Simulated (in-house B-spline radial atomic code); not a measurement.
A run on an ion of nuclear charge 69 with 69.4 electrons that did not converge. Method: scalar-relativistic (X2C) B3LYP, spin-polarised, spherical fractional occupations, Fermi nucleus of rms radius 5.2256 fm; computed with an all-electron radial atomic-structure program (B-spline basis).

Command:
```bash
python run_scf.py task.json out
```
Settings (nuclear radius in fm, mass in u):
```
Z                69
configuration    [Xe] 4f13.4 6s2
hamiltonian      x2c
method           b3lyp
spin_polarised   True
nucleus          fermi
rms_radius       5.2256
atomic_mass      168.93422
speed_of_light   137.035999084
```

First and last ten iterations of the last attempt (damped for 15 steps, keeping 80 % of the old Fock matrix, then DIIS):
```
 iter        energy (Eh)    residual
    1      -13566.141711    4.80e-01
    2      -13460.901915    9.89e-01
    3      -13560.390490    4.67e-01
    4      -13565.604622    2.05e-01
    5      -13567.121099    7.63e-02
    6      -13567.431771    3.94e-02
    7      -13567.495404    2.99e-02
    8      -13567.520975    2.26e-02
    9      -13567.535508    1.70e-02
   10      -13567.544118    1.26e-02
  111      -13567.556737    1.02e-04
  112      -13567.556738    6.08e-05
  113      -13567.556739    2.15e-05
  114      -13567.556739    2.27e-05
  115      -13567.556739    2.34e-05
  116      -13567.556739    2.16e-05
  117      -13567.556738    7.30e-05
  118      -13567.556739    1.43e-05
  119      -13567.556739    1.43e-05
  120      -13567.556739    1.56e-05
 not converged after 120 iterations
```

The smallest residual met was 7.0e-06; the threshold is about 7e-07. Over the last five steps the energy moves by less than 2e-06 hartree, but the orbitals didn't meet the threshold. The likely cause: this method binds the added charge weakly or not at all at the basis-set limit, so charge moves back and forth between the atom and the box. Cost of the run: 4.4 s on 1 thread of Arm Neoverse V2, with other jobs on the host.
